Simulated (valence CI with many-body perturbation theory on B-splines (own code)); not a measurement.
# Sn XXX: M1 decay

Method: valence CI with perturbative core correlation (CI+MBPT): three valence electrons over a frozen Dirac-Fock core [Ar], a basis of 9 s, 9 p, 10 d, 8 f, 5 g, 3 h, 1 i functions for each j, with the one-electron correlation potential Σ1 (screened to all orders), the two-electron term Σ2, the three-electron term Σ3, Breit, model QED; selected single and double excitations, second order for the rest (own B-spline code, finite nucleus).

No measured spectrum was set against this ion. As an estimate, large intervals hold to a few tenths of a per cent, small ones and those within an open d or f shell to about a per cent. Only levels of the ground parity were solved; by the run's estimate the other parity begins above the list, which can be wrong where configurations are misplaced.

Lines 51 to 69 of 69 in falling wavelength, among levels below 51.522 eV, chosen from the decays that carry over 1 % of a level's rate. Wavelengths and rates use the calculated energies. Weak lines are less certain than strong ones. Lines between different terms over intervals too small for the method are left out, as are lines whose strength nearly cancels. The highest levels of a list are the least certain.

Names give the largest LS component (configuration and term), which can be under half, so a name can repeat, a term be missing and a line seem to break the LS rules; names also repeat where a configuration has a term twice. Letters in brackets count levels of one name in rising energy.

```
λ vac (nm)           Upper           Lower  Type   A (s⁻¹)  Branch %
     54.95      3d3 2F_7/2      3d3 4F_7/2    M1  1.46e+03      16.2
     54.79  3d3 2D_5/2 [a]      3d3 4F_5/2    M1  1.72e+03      13.3
     52.77  3d3 2D_3/2 [b]  3d3 2D_3/2 [a]    M1  4.56e+03      15.3
     52.24      3d3 2P_3/2      3d3 4P_3/2    M1  1.51e+03       5.5
     50.73  3d3 2D_3/2 [a]      3d3 4F_3/2    M1  2.35e+03       7.9
     49.39  3d3 2D_5/2 [b]  3d3 2D_3/2 [a]    M1  1.48e+04      27.8
     47.98      3d3 2P_1/2      3d3 4F_3/2    M1  3.94e+02       2.6
     46.81  3d3 2D_3/2 [b]      3d3 4P_5/2    M1  6.88e+02       2.3
     46.35      3d3 2F_7/2      3d3 4F_5/2    M1  1.26e+03      14.0
     44.13  3d3 2D_5/2 [b]      3d3 4P_5/2    M1  9.28e+03      17.5
     42.58      3d3 2P_3/2      3d3 4F_5/2    M1  4.69e+03      17.1
     42.27  3d3 2D_5/2 [b]      3d3 2G_7/2    M1  5.45e+03      10.3
     42.17  3d3 2D_5/2 [a]      3d3 4F_3/2    M1  2.22e+02       1.7
     38.27      3d3 2F_5/2      3d3 4F_3/2    M1  1.96e+03      20.4
     36.84  3d3 2D_3/2 [b]      3d3 4P_1/2    M1  1.00e+03       3.4
     34.65  3d3 2D_3/2 [b]      3d3 4P_3/2    M1  2.68e+03       9.0
     34.55      3d3 2P_3/2      3d3 4F_3/2    M1  5.10e+02       1.9
     32.13  3d3 2D_5/2 [b]      3d3 4F_7/2    M1  1.94e+03       3.7
     30.12  3d3 2D_3/2 [b]      3d3 4F_5/2    M1  2.72e+03       9.2
```
